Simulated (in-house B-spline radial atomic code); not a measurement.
The numbers below are computed, except where a source is named.
# Building a PAW s channel for Ta, r_c = 2.89 bohr

Ta, [Xe] 4f14 5d3 6s2, non-relativistic PBE (a model for so heavy an element), spherical and spin-unpolarised, from an all-electron radial atomic-structure program (B-spline basis) (atomic units; all potentials screened as in the neutral atom).

Two all-electron partial waves φ1, φ2 are integrated outwards at E1 = ε(6s) = -0.168883 and E2 = E1 + 1.5 hartree; φ1 is the bound orbital and φ2 has unit norm inside r_c = 2.8922 bohr. Smooth partners are polynomials, r^1(a0 + a1 r² + a2 r⁴ + a3 r⁶), matched to φ and three derivatives at r_c, with no condition on the norm. The local potential is -3.48088 + (0.999485) r² + (-0.118347) r⁴ + (0.00507713) r⁶ inside 2.4522 bohr and the all-electron one outside.

```tsv
wave	φ(r_c)	φ'(r_c)	a0	a1	a2	a3
1	0.5893832	0.05083901	0.08566857	0.05331621	-0.006590531	0.0002277094
2	0.3713752	1.97239	-1.836275	0.3444223	-0.01129018	-0.0002159028
```

Inside r_c the overlaps are <φi φj> = [[0.30335, -0.38120], [-0.38120, 1.00000]] and, for the smooth waves, [[0.32802, -0.70171], [-0.70171, 3.89037]]. With χj = (Ej − T − V_local) applied to smooth wave j, the program's quadrature gives the matrix B_ij = <smooth i, χj> as [[0.18185, -1.51610], [-1.03533, 10.19090]].

Question: Check the match of the first wave, and find the augmentation charges q_ij.

Answer: At r_c the four terms are 0.24777, 1.28986, -1.33371, 0.38546, which sum to 0.5894, φ1(r_c) to rounding. q_ij is the all-electron overlap less the smooth one: [[-0.02466, 0.32051], [0.32051, -2.89037]]. The smooth first wave has a norm of 0.3280 inside r_c against 0.3034, so q11 is negative and must stay small enough for the overlap operator to be positive.

Question: B isn't symmetric. Show that D_ij = B_ij + Ej q_ij is.

Answer: Integrating by parts gives B12 − B21 = (E1 − E2) q12: -1.51610 − (-1.03533) = -0.48077, and −1.5 × (0.32051) = -0.48076. So D12 = -1.51610 + (1.331117)(0.32051) = -1.08947 and D21 = -1.03533 + (-0.168883)(0.32051) = -1.08946; D11 = 0.18601, D22 = 6.34348. The projectors, p = (B⁻¹)ᵀ χ, are dual to the smooth waves; det B = 0.28.

Solving (T + V_local + Σ p D p) ψ = E (1 + Σ p q p) ψ in a sphere of 9 bohr, whose wall lifts the free-atom level a little, gives these levels:

```
all-electron  one projector  two projectors
   -0.167466      -0.436113               -
    0.117096      -0.167466               -
    0.501563       0.117727               -
    1.050150       0.501732               -
    1.751810       1.036180               -
```

Question: What does the second projector gain?

Answer: With one projector a ghost lies below the reference level, so the set fails. With two the overlap operator is not positive, so the set fails. The lowest eigenvalue of the overlap operator is 0.7925 with one and -0.01028 with two projectors. The smooth orbital alone needs a cutoff of 2.16 hartree for 1 millihartree of kinetic energy, against 4.26 for a norm-conserving Troullier-Martins orbital of the same radius, which is no gain while the set fails.
